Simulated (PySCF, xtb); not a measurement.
Sn(F)2(Br)(OH) (BrF2HOSn), SMILES [OH][Sn]([F])([F])[Br].

GFN2-xTB in xtb at its own geometry gives an orbital gap of 2.78 eV and a dipole moment of 2.59 D.

The structure is a stationary point at B3LYP-D3(BJ)/def2-SVP. The def2 effective core potentials stand for the cores of Sn; spin–orbit coupling is left out. One conformer was computed; it need not be the lowest.

Problem. What does PBE/def2-TZVP (PySCF) give? (An estimate is asked for; the answer gives what the named calculation found.)

Solution. gap 3.90 eV (levels -8.14 and -4.24 eV), dipole 1.28 D.
